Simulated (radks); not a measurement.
Effect of the nuclear size on the cobalt ion Co2+, [Ar] 3d7. All-electron calculation, Dirac Kohn-Sham, exchange-only LDA, spin-unpolarised, spherical densities, finite nucleus; open shells fill j = l - 1/2 first; Fermi nuclear charge, rms radius 3.7875 fm. Program: a radial shooting solver on a logarithmic mesh with Libxc functionals. The rms radius is varied about that value; shifts are against it.

rms radius (fm)  total energy shift (eV)  density at nucleus (e/bohr^3)  1s1/2 shift (meV)  2s1/2 shift (meV)  3s1/2 shift (meV)
3.2724                           -0.0340                      1.724e+04              -14.5              -1.33             -0.198
3.6436                          -0.00997                      1.715e+04              -4.24             -0.390             -0.058
3.7875                                 0                      1.712e+04              0.000              0.000              0.000
3.9239                           0.00980                       1.71e+04               4.17              0.383              0.057
4.5185                            0.0564                      1.699e+04               24.0               2.20              0.328

Slopes of the eigenvalues against <r^2> in GHz/fm^2, as finite differences over the two radii next to the reference (eigenvalue slopes, not the field-shift constants of lines): 1s1/2 959, 2s1/2 88.1, 3s1/2 13.1.
